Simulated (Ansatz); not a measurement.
`C[SiH](F)[SiH2]S` + `C[CH2][Al]([OH])[SH]` → `C[CH2][Al]([SH])[O]C` + `F[SiH2][SiH2]S`  (substitution at a C–Si bond)

Computed with Ansatz on PBE0-D4/def2-TZVP structures; ΔE is electronic, products minus reactants. CCSD(T)/CBS adds triple-zeta CCSD(T) − MP2 to the extrapolated MP2 energy (def2 sets, frozen cores). DFT in def2-TZVPP. B3LYP here is the variant with VWN-RPA as its local correlation; programs differ in this. One conformer a species, not always the lowest.

Problem. Is it downhill or uphill in electronic energy at CCSD(T)/CBS, and by how much? (Estimate.)

Solution. Computed: Uphill: ΔE = +110.0 kJ/mol.

Problem. What do these levels give: r2SCAN-D4, PBE0-D4, B3LYP-D4, SCS-MP2/def2-TZVPP, CCSD/def2-TZVPP, MP2/def2-QZVPP? (Estimate.)

Solution. Computed: r2SCAN-D4 108.9, PBE0-D4 107.3, B3LYP-D4 100.6, SCS-MP2/def2-TZVPP 104.6, CCSD/def2-TZVPP 104.8, MP2/def2-QZVPP 115.6 kJ/mol.

Largest T1 diagnostic among the species: 0.012.

In def2-TZVPP, CCSD(T) changes the Hartree–Fock value by +15.0 kJ/mol (the triples alone add +1.2 kJ/mol) and MP2 by +22.4 kJ/mol.
